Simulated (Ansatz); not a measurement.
Total energies of AlF₂H₃O₄Si.

```json
{"atom": "O1", "x (Å)": "-0.999", "y (Å)": "0.247", "z (Å)": "0.464"}
{"atom": "Si2", "x (Å)": "0.132", "y (Å)": "-0.453", "z (Å)": "-0.634"}
{"atom": "O3", "x (Å)": "-0.104", "y (Å)": "-2.048", "z (Å)": "-0.535"}
{"atom": "O4", "x (Å)": "-0.125", "y (Å)": "-0.017", "z (Å)": "-2.171"}
{"atom": "O5", "x (Å)": "1.357", "y (Å)": "0.242", "z (Å)": "0.119"}
{"atom": "Al6", "x (Å)": "0.489", "y (Å)": "1.004", "z (Å)": "1.448"}
{"atom": "F7", "x (Å)": "0.375", "y (Å)": "2.645", "z (Å)": "1.409"}
{"atom": "F8", "x (Å)": "0.507", "y (Å)": "0.289", "z (Å)": "2.931"}
{"atom": "H9", "x (Å)": "-1.805", "y (Å)": "-0.185", "z (Å)": "0.755"}
{"atom": "H10", "x (Å)": "-0.034", "y (Å)": "-2.564", "z (Å)": "-1.339"}
{"atom": "H11", "x (Å)": "0.207", "y (Å)": "0.839", "z (Å)": "-2.448"}
```

Total charge 0; spin multiplicity 1. The bonds changed during the relaxation, so this is another structure than the one it started from. Geometry: relaxed with PBE0-D4/def2-TZVP. It is one conformer, not always the lowest. Basis def2-TZVPP, Ansatz.

RPA on PBE orbitals: Hartree–Fock energy of these orbitals -1031.56202 Eh, correlation -2.44915 Eh (frozen core).

```json
{"functional": "LDA (SPW92)", "energy without D4 (Eh)": "-1029.42311", "D4 term (kJ/mol)": "–"}
{"functional": "PBE", "energy without D4 (Eh)": "-1034.22424", "D4 term (kJ/mol)": "-28.4"}
{"functional": "revPBE", "energy without D4 (Eh)": "-1034.71056", "D4 term (kJ/mol)": "-81.3"}
{"functional": "BLYP", "energy without D4 (Eh)": "-1034.96213", "D4 term (kJ/mol)": "-61.8"}
{"functional": "r2SCAN", "energy without D4 (Eh)": "-1034.75644", "D4 term (kJ/mol)": "-6.9"}
{"functional": "B97M-V", "energy without D4 (Eh)": "-1034.72837", "D4 term (kJ/mol)": "–"}
{"functional": "PBE0", "energy without D4 (Eh)": "-1034.27581", "D4 term (kJ/mol)": "-24.1"}
{"functional": "B3LYP", "energy without D4 (Eh)": "-1035.06192", "D4 term (kJ/mol)": "-45.9"}
{"functional": "r2SCANh", "energy without D4 (Eh)": "-1034.72385", "D4 term (kJ/mol)": "-7.4"}
{"functional": "r2SCAN0", "energy without D4 (Eh)": "-1034.67681", "D4 term (kJ/mol)": "-8.2"}
{"functional": "HSE06 (plane-wave form)", "energy without D4 (Eh)": "-1034.24257", "D4 term (kJ/mol)": "-22.6"}
{"functional": "BHLYP", "energy without D4 (Eh)": "-1034.82136", "D4 term (kJ/mol)": "-36.2"}
{"functional": "CAM-B3LYP", "energy without D4 (Eh)": "-1034.91396", "D4 term (kJ/mol)": "-24.6"}
{"functional": "LC-ωPBE", "energy without D4 (Eh)": "-1034.56790", "D4 term (kJ/mol)": "–"}
{"functional": "ωB97X-V", "energy without D4 (Eh)": "-1034.76795", "D4 term (kJ/mol)": "–"}
{"functional": "ωB97M-V", "energy without D4 (Eh)": "-1034.87665", "D4 term (kJ/mol)": "–"}
{"functional": "B2PLYP", "energy without D4 (Eh)": "-1034.51093", "D4 term (kJ/mol)": "–"}
{"functional": "PBE-QIDH", "energy without D4 (Eh)": "-1034.05888", "D4 term (kJ/mol)": "–"}
```

B3LYP takes the VWN-RPA correlation (the form of Gaussian; ORCA's B3LYP/G). HSE06 is the plane-wave form, built on full-range PBE exchange. The double hybrids freeze the cores in their second-order part.

LC-ωPBE has ω = 0.4 bohr⁻¹.
